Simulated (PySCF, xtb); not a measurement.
C₃H₇FOSi, SMILES C[Si@@H](F)C(C)=O. Other conformers were not sampled.

Harmonic wavenumbers (cm⁻¹) from GFN2-xTB run with xtb 6.7.1 at its own minimum, in rising order: 15, 93, 112, 128, 157, 196, 294, 389, 443, 614, 616, 641, 738, 800, 835, 845, 947, 968, 1135, 1358, 1369, 1446, 1447, 1464, 1467, 1726, 2326, 3018, 3022, 3027, 3036, 3040, 3052.

### Question
What does B3LYP-D3(BJ)/def2-SVP run with PySCF give at its own minimum? (Estimate from the structure and the level; the computed values follow.)

### Answer
40, 116, 126, 148, 169, 240, 320, 377, 464, 615, 669, 719, 765, 827, 879, 922, 941, 982, 1173, 1271, 1358, 1421, 1428, 1431, 1435, 1770, 2243, 3020, 3035, 3097, 3130, 3135, 3143. Paired by order, the mean absolute difference is 38 cm⁻¹ and the zero-point energies are 58.3 and 59.2 kcal/mol.
